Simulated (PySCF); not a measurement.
A structure optimised at B3LYP-D3(BJ)/def2-SVP, used in a PySCF frequency run:

```
Si
O 1 1.6675
C 2 1.4082 1 125.04
H 3 1.1014 2 108.80 1 177.96
H 3 1.1059 4 108.23 2 121.70
H 3 1.1070 4 107.95 5 116.60
N 1 1.7120 2 112.26 3 -174.81
H 7 1.0152 1 120.03 2 -74.25
H 7 1.0155 8 111.30 1 -147.40
H 1 1.4868 2 109.40 3 64.28
C 1 1.8419 10 110.38 2 118.07
C 11 1.2177 10 149.32 1 175.94
H 12 1.0749 5 124.90 3 -178.96
```

Problem. Write its SMILES and formula.

Solution. C#C[Si@H](N)OC, C3H7NOSi

Problem. What are its rotational constants (standard atomic weights)?

Solution. 3.1209, 2.5496, 1.5195 GHz
